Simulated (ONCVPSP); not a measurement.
**PBEsol ONCV dataset for molybdenum (Mo), scalar-relativistic all-electron reference.**

The input file (ONCVPSP 4.0.1):

```
# ATOM AND REFERENCE CONFIGURATION
# atsym  z   nc   nv     iexc    psfile
  Mo 42.00    6    5  -116133      upf
#
#   n    l    f
    1    0    2.00
    2    0    2.00
    2    1    6.00
    3    0    2.00
    3    1    6.00
    3    2   10.00
    4    0    2.00
    4    1    6.00
    4    2    5.00
    5    0    0.50
    5    1    0.50
#
# PSEUDOPOTENTIAL AND OPTIMIZATION
# lmax
    2
#
#   l,   rc,      ep,       ncon, nbas, qcut
    0    2.10    0.00    4    8    6.20
    1    2.25    0.00    4    8    5.90
    2    1.85    0.00    5   10    9.30
#
# LOCAL POTENTIAL
# lloc, lpopt,  rc(5),   dvloc0
    4    3    1.20    0.00
#
# VANDERBILT-KLEINMAN-BYLANDER PROJECTORs
# l, nproj, debl
    0    2    3.10
    1    2    1.80
    2    2    0.90
#
# MODEL CORE CHARGE
# icmod, fcfact, rcfact
    3    5.75    1.40
#
# LOG DERIVATIVE ANALYSIS
# epsh1, epsh2, depsh
   -4.00    5.00    0.02
#
# OUTPUT GRID
# rlmax, drl
    6.00    0.01
#
# TEST CONFIGURATIONS
# ncnf
    4
# nvcnf
#   n    l    f
    5
    4    0    2.00
    4    1    6.00
    4    2    5.00
    5    0    1.00
    5    1    0.00
#
    5
    4    0    2.00
    4    1    6.00
    4    2    5.00
    5    0    0.00
    5    1    0.00
#
    5
    4    0    2.00
    4    1    6.00
    4    2    4.00
    5    0    0.00
    5    1    0.00
#
    5
    4    0    2.00
    4    1    6.00
    4    2    4.00
    5    0    1.00
    5    1    0.00
#
```

Command:

```bash
oncvpsp.x < Mo.dat > Mo.out
```

Output (shortened: citation, most of the input echo, consistency checks and plot data are left out):

```
ONCVPSP  (Optimized Norm-Conservinng Vanderbilt PSeudopotential)
scalar-relativistic version 4.0.1

#   n    l    f        energy (Ha)
    1    0    2.00    -7.2803982E+02
    2    0    2.00    -1.0285173E+02
    2    1    6.00    -9.1968924E+01
    3    0    2.00    -1.7517636E+01
    3    1    6.00    -1.3952040E+01
    3    2   10.00    -8.1461554E+00
    4    0    2.00    -2.3890551E+00
    4    1    6.00    -1.4394859E+00
    4    2    5.00    -1.6292890E-01
    5    0    0.50    -1.6891220E-01
    5    1    0.50    -5.1599687E-02

Reference configufation results
  iterations    28
  all-electron total energy (Ha)   -4.04637959D+03

Begin loop to  construct optimized pseudo wave functions
and semi-local pseudopoentials for all angular momenta

Calculating optimized projector #   1

 for l=   0

    Fraction of norm inside rc  0.983618
    Optimizing pswf for qcut=   6.20 a_B^-1,  ecut=  19.24 Ha
    Residual kinetic energy error=  3.32D-07 Ha

    Energy error per electron        Cutoff
         Ha          eV             Ha
         0.01000     0.27211        4.41
         0.00100     0.02721       10.49
         0.00010     0.00272       13.94
         0.00001     0.00027       16.21

Calculating optimized projector #   2

 for l=   0

    Fraction of norm inside rc  0.104700
    Optimizing pswf for qcut=   6.20 a_B^-1,  ecut=  19.24 Ha
    Residual kinetic energy error=  1.50D-06 Ha

    Energy error per electron        Cutoff
         Ha          eV             Ha
         0.01000     0.27211        3.65
         0.00100     0.02721       10.26
         0.00010     0.00272       14.37
         0.00001     0.00027       17.07

Calculating optimized projector #   1

 for l=   1

    Fraction of norm inside rc  0.969697
    Optimizing pswf for qcut=   5.90 a_B^-1,  ecut=  17.41 Ha
    Residual kinetic energy error=  1.34D-06 Ha

    Energy error per electron        Cutoff
         Ha          eV             Ha
         0.01000     0.27211        9.41
         0.00100     0.02721       12.07
         0.00010     0.00272       14.12
         0.00001     0.00027       16.08

Calculating optimized projector #   2

 for l=   1

    Fraction of norm inside rc  0.037025
    Optimizing pswf for qcut=   5.90 a_B^-1,  ecut=  17.41 Ha
    Residual kinetic energy error=  1.03D-07 Ha

    Energy error per electron        Cutoff
         Ha          eV             Ha
         0.01000     0.27211        5.88
         0.00100     0.02721        9.11
         0.00010     0.00272       11.85
         0.00001     0.00027       13.99

   Wellstate for l =  2  n =  5
     eigenvalue =   0.7371
     asymptotic potential =   1.2371
     half-point radius =  3.9327

Calculating optimized projector #   1

 for l=   2

    Fraction of norm inside rc  0.544513
    Optimizing pswf for qcut=   9.31 a_B^-1,  ecut=  43.34 Ha
    Residual kinetic energy error=  5.09D-09 Ha

    Energy error per electron        Cutoff
         Ha          eV             Ha
         0.01000     0.27211       15.00
         0.00100     0.02721       20.59
         0.00010     0.00272       25.52
         0.00001     0.00027       29.79

Calculating optimized projector #   2

 for l=   2

    Fraction of norm inside rc  0.179169
    Optimizing pswf for qcut=   9.31 a_B^-1,  ecut=  43.34 Ha
    Residual kinetic energy error=  8.87D-09 Ha

    Energy error per electron        Cutoff
         Ha          eV             Ha
         0.01000     0.27211       14.84
         0.00100     0.02721       20.77
         0.00010     0.00272       26.13
         0.00001     0.00027       31.00

Construct Vanderbilt / Kleinmman-Bylander projectors

B matrix Hermiticity error, ll=   0
   1   2    1.8971E-04

  Orthonormal projector coefficients  6.8988E+00  1.4779E+00

B matrix Hermiticity error, ll=   1
   1   2    6.6802E-05

  Orthonormal projector coefficients  4.1480E+00  6.9424E-01

B matrix Hermiticity error, ll=   2
   1   2    7.8494E-05

  Orthonormal projector coefficients  1.2787E+00  1.7509E-01

Model core correction analysis
  based on d2Exc/dn_idn_j

d2excae - all-electron derivatives

   -3.324916D-02   -2.946223D-02   -1.500224D-02   -1.892076D-03
   -7.952394D-04
   -2.946249D-02   -2.767280D-02   -1.654900D-02   -2.480888D-03
   -8.469614D-04
   -1.500252D-02   -1.654911D-02   -1.816632D-02   -1.192881D-02
   -5.861213D-03
   -1.891976D-03   -2.480465D-03   -1.192372D-02   -2.950215D-02
   -2.367537D-02
   -7.952408D-04   -8.468054D-04   -5.853839D-03   -2.366518D-02
   -3.251623D-02

d2excps - pseudofunction derivatives with no core correction

   -4.541337D-02   -3.334641D-02   -1.550435D-02   -2.995257D-03
   -1.031590D-03
   -3.334702D-02   -3.100759D-02   -1.782239D-02   -2.786370D-03
   -9.932581D-04
   -1.550455D-02   -1.782254D-02   -1.876456D-02   -1.196854D-02
   -5.907749D-03
   -2.996075D-03   -2.785971D-03   -1.196345D-02   -2.958645D-02
   -2.369048D-02
   -1.031630D-03   -9.931109D-04   -5.900376D-03   -2.368029D-02
   -3.252295D-02

rms 2nd derivative error    2.801161E-03

rmatch, rhocmatch    0.7530   11.7038

Teter function model core charge with specified parameters

d2excps - pseudofunction derivatives with core correction

   -2.819476D-02   -2.519093D-02   -1.336324D-02   -1.708042D-03
   -6.848541D-04
   -2.519083D-02   -2.592952D-02   -1.638681D-02   -2.220066D-03
   -7.809869D-04
   -1.336327D-02   -1.638686D-02   -1.838289D-02   -1.182151D-02
   -5.844968D-03
   -1.707898D-03   -2.219624D-03   -1.181643D-02   -2.948859D-02
   -2.366646D-02
   -6.848324D-04   -7.808231D-04   -5.837595D-03   -2.365626D-02
   -3.251433D-02

rms 2nd derivative error    1.682984E-03

Pseudoatom total energy  -68.857702

Diagnostic tests using Vanderbilt-Kleinman-Bylander pseudopotentials
  1 or more projectors used as specified by nproj input data

   l    rcore       rmatch      e in        delta e   norm test  slope test

   0   2.1068895   2.1708593  -2.3890551   0.0000014   1.0001534   1.0001365
   0   2.1068895   2.1708593  -0.1689122   0.0000009   1.0000190   1.0000145

   1   2.2501919   2.3185126  -1.4394859   0.0000011   1.0001140   1.0001096
   1   2.2501919   2.3185126  -0.0515997   0.0000009   1.0000213   1.0000169

   2   1.8581646   1.9145825  -0.1629289   0.0000018   1.0000580   1.0000713
   2   1.8581646   1.9145825   0.7370711   0.0000056   1.0001811   1.0001811

 Testing for bound ghosts
   n   l    E NL Schr. Eq   E Basis Diag.   E Cutoff

   1   0       -2.389054       -2.389053     59.79
   2   0       -0.168911       -0.147984     59.79

   2   1       -1.439485       -1.439484     60.25
   3   1       -0.051599       -0.001667     60.25

   3   2       -0.162927       -0.157688    160.40

 Testing for highly-localized positive-energy ghosts
       l    <radius>/rc     E Basis Diag.   E Cutoff

Test configuration 0

   n   l     f        eae           eps        diff
   1   0  2.0000 -728.03982453
   2   0  2.0000 -102.85173325
   2   1  6.0000  -91.96892436
   3   0  2.0000  -17.51763585
   3   1  6.0000  -13.95204011
   3   2 10.0000   -8.14615538
   4   0  2.0000   -2.38905509   -2.38905369    1.40D-06
   4   1  6.0000   -1.43948590   -1.43948482    1.08D-06
   4   2  5.0000   -0.16292890   -0.16292706    1.84D-06
   5   0  0.5000   -0.16891220   -0.16891127    9.37D-07
   5   1  0.5000   -0.05159969   -0.05159876    9.23D-07

    Total energies and differences
      AE_ref= -4.04637959D+03  AE_tst= -4.04637959D+03  dif=  0.00D+00
      PS_ref= -6.88577019D+01  PS_tst= -6.88577019D+01  dif= -4.26D-14
      PSP excitation error=  4.26D-14

Test configuration 1

   n   l     f        eae           eps        diff
   1   0  2.0000 -728.01409776
   2   0  2.0000 -102.82691458
   2   1  6.0000  -91.94407071
   3   0  2.0000  -17.49243758
   3   1  6.0000  -13.92685075
   3   2 10.0000   -8.12104653
   4   0  2.0000   -2.36306370   -2.36258911    4.75D-04
   4   1  6.0000   -1.41323439   -1.41309260    1.42D-04
   4   2  5.0000   -0.13851641   -0.13854210   -2.57D-05
   5   0  1.0000   -0.15137819   -0.15134535    3.28D-05

    Total energies and differences
      AE_ref= -4.04637959D+03  AE_tst= -4.04643743D+03  dif= -5.78D-02
      PS_ref= -6.88577019D+01  PS_tst= -6.89155400D+01  dif= -5.78D-02
      PSP excitation error=  2.25D-06

Test configuration 2

   n   l     f        eae           eps        diff
   1   0  2.0000 -728.26218651
   2   0  2.0000 -103.07097337
   2   1  6.0000  -92.18839554
   3   0  2.0000  -17.73761717
   3   1  6.0000  -14.17201269
   3   2 10.0000   -8.36588715
   4   0  2.0000   -2.61121366   -2.61209818   -8.85D-04
   4   1  6.0000   -1.66278822   -1.66309700   -3.09D-04
   4   2  5.0000   -0.38273198   -0.38270769    2.43D-05

    Total energies and differences
      AE_ref= -4.04637959D+03  AE_tst= -4.04618367D+03  dif=  1.96D-01
      PS_ref= -6.88577019D+01  PS_tst= -6.86617231D+01  dif=  1.96D-01
      PSP excitation error= -6.22D-05

Test configuration 3

   n   l     f        eae           eps        diff
   1   0  2.0000 -728.69763070
   2   0  2.0000 -103.51078063
   2   1  6.0000  -92.62786221
   3   0  2.0000  -18.17523779
   3   1  6.0000  -14.60962477
   3   2 10.0000   -8.80393089
   4   0  2.0000   -3.03861187   -3.03899681   -3.85D-04
   4   1  6.0000   -2.08379263   -2.08379057    2.06D-06
   4   2  4.0000   -0.76489285   -0.76485315    3.97D-05

    Total energies and differences
      AE_ref= -4.04637959D+03  AE_tst= -4.04561569D+03  dif=  7.64D-01
      PS_ref= -6.88577019D+01  PS_tst= -6.80937691D+01  dif=  7.64D-01
      PSP excitation error= -3.74D-05

Test configuration 4

   n   l     f        eae           eps        diff
   1   0  2.0000 -728.38657187
   2   0  2.0000 -103.20393978
   2   1  6.0000  -92.32074507
   3   0  2.0000  -17.86799305
   3   1  6.0000  -14.30241186
   3   2 10.0000   -8.49699458
   4   0  2.0000   -2.73175215   -2.73030935    1.44D-03
   4   1  6.0000   -1.77714352   -1.77661357    5.30D-04
   4   2  4.0000   -0.46995864   -0.47002330   -6.47D-05
   5   0  1.0000   -0.40466765   -0.40453156    1.36D-04

    Total energies and differences
      AE_ref= -4.04637959D+03  AE_tst= -4.04614034D+03  dif=  2.39D-01
      PS_ref= -6.88577019D+01  PS_tst= -6.86184282D+01  dif=  2.39D-01
      PSP excitation error= -2.56D-05
```

The run took about 6.7 s on one core of a shared server CPU.
